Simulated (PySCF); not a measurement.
## Gas-phase XPS of `O[SiH2]S[SiH3]`, computed

Species: H6OSSi2.
Geometry (PBE0-D3(BJ)/def2-SVP, Å), atoms numbered from 1 in this order:
```xyz
10
H6OSSi2 angstrom
O      2.695   -0.777   -0.090
Si     1.046   -0.921   -0.114
S      0.227    0.937    0.611
Si    -1.871    0.492    0.458
H      3.068    0.049    0.231
H      0.568   -1.179   -1.503
H      0.609   -2.045    0.763
H     -2.250    0.184   -0.952
H     -2.580    1.715    0.925
H     -2.236   -0.673    1.317
```

Computed with delta-SCF UKS SCAN, pcX-2 on the ionised atom, pcseg-1 elsewhere, spin-free X2C (PySCF 2.14.0). Vertical ΔSCF values, vacuum level as zero.

List the computed XPS lines with their assignment.

```tsv
atom(s)	bonded to	level	binding energy (eV)	2p1/2 (eV)	above the level's lowest (eV)	count
Si4	S and 3 H	Si 2p3/2	107.49	108.11	0.00	1
Si2	O, S and 2 H	Si 2p3/2	107.90	108.53	+0.41	1
O1	H and Si	O 1s	538.83	–	0.00	1
Si4	S and 3 H	Si 1s	1847.31	–	0.00	1
Si2	O, S and 2 H	Si 1s	1847.88	–	+0.57	1
S3	2 Si	S 1s	2476.63	–	0.00	1
```

The listed Si 1s values span 0.57 eV, from Si4 (bonded to S and 3 H) to Si2 (bonded to O, S and 2 H).

Lowest listed Si 2p3/2: Si4, bonded to S and 3 H. Highest, 0.41 eV above it: Si2, bonded to O, S and 2 H.

Which photon energy gives electrons from Si 1s of Si4 a kinetic energy of 20 eV, and what is their de Broglie wavelength?

hν = 1847.31 + 20 = 1867.31 eV, recoil neglected; λ = 12.264 Å/√(E/eV) = 2.74 Å.

Not every level is listed. The 2p values add to the ΔSCF energy of one spin-free hole a correction within the shell (spin–orbit coupling, ligand field). 2p1/2 minus 2p3/2 (ligand field included): Si 0.63 eV. The structure is a single PBE0-D3(BJ)/def2-SVP conformer in the gas phase; no vibrational or solvent corrections.
